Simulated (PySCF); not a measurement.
**Ga⁺: ionisation energy**

Ga⁺ [Ar] 3d10 4s2 (1S) → Ga²⁺ [Ar] 3d10 4s1 (2S), as a difference of total energies. All numbers are calculated (PySCF 2.14, a scalar-relativistic core potential, in aug-cc-pwCVTZ-PP with ECP10MDF (8s7p6d4f1g, 96 functions)). Correlated levels: valence: 3s2 3p6 3d10 frozen. The calculations carry no spin-orbit coupling.

```
           method  ionisation energy (eV)  error (eV)
              UHF                  18.744      -1.771
    MP2 (valence)                  19.489      -1.026
SCS-MP2 (valence)                  19.638      -0.877
   CCSD (valence)                  19.770      -0.745
```

Reference: 20.515 eV (measured; NIST Atomic Spectra Database, ionization energies).

Errors of the correlated levels include the incompleteness of this basis and the frozen core.

With two correlated electrons CCSD is exact in that space.
